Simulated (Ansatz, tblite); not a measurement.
Removing and adding an electron: (F)3Ti-O-SiH3 (TiSiOF₃H₃). Total charge 0; singlet. Geometry: r2SCAN-D4/def2-SVP. Ansatz, gas phase; energy differences of separate SCF runs; the oxidised species was run as a doublet alone; the reduced species was run as a doublet alone.

Cartesian coordinates in Å:
```
Ti -1.406 -0.936 0.046
F -1.082 -2.438 0.870
F -1.932 -1.275 -1.582
F -2.666 -0.076 0.890
O 0.058 0.046 0.004
Si 1.457 0.972 -0.046
H 1.157 2.325 0.499
H 2.503 0.306 0.780
H 1.913 1.077 -1.461
```

The xTB rows come from tblite. Correlated methods freeze 14 core orbitals; core or outer-core shells of Ti are correlated, in sets that lack core-valence functions. The rows differ in basis, and correlated rows in double-zeta sets carry the largest basis error. In CCSD on the charge 1 doublet the largest single amplitude is 0.42, so its Hartree–Fock determinant may place the open shell otherwise than the density functionals do. HOMO above LUMO, or a gap near zero within one spin, warns that the state may not be the lowest or that an electron is smeared out.

```tsv
level	−HOMO (eV)	vertical IE (eV)	−LUMO (eV)	vertical EA (eV)	HOMO–LUMO gap (eV)	IE − EA (eV)	remarks
GFN1-xTB	12.86	15.79	10.50	7.13	2.36	8.66	–
HF/def2-TZVPD	13.17	–	-1.30	1.03	14.47	–	–
PBE-D4/def2-TZVPD	8.22	–	3.39	0.11	4.83	–	HOMO above zero (-1 doublet), gap within one spin near zero (-1 doublet)
CCSD(T)/def2-SVP	–	11.90	–	–	–	–	large T1 (0.053) (+1 doublet)
```

(1) Estimate the rows for GFN2-xTB, PBE0-D4/def2-TZVP, PBE0-D4/def2-TZVPD, CCSD/def2-SVP.

Answers

(1) 
```csv
level,−HOMO (eV),vertical IE (eV),−LUMO (eV),vertical EA (eV),HOMO–LUMO gap (eV),IE − EA (eV),remarks
GFN2-xTB,11.87,14.90,8.45,5.00,3.42,9.90,–
PBE0-D4/def2-TZVP,9.67,11.75,2.47,–,7.20,–,–
PBE0-D4/def2-TZVPD,9.66,–,2.45,0.37,7.22,–,HOMO above zero (-1 doublet)
CCSD/def2-SVP,–,12.02,–,–,–,–,large T1 (0.053) (+1 doublet)
```

Run but left out: HF/def2-SVP, HF/def2-TZVP, MP2/def2-SVP (charge +1 doublet: a determinant that CCSD turns far, T1 0.053); PBE-D4/def2-TZVP (charge +1 doublet: an occupied level 0.12 eV above an empty one).   A HOMO above zero means that the electron is unbound at that level or that self-interaction error raises the level; the energy of removing that electron tells which. Raw xTB energy differences between charge states are shifted by several eV; the methods need an empirical correction for them.
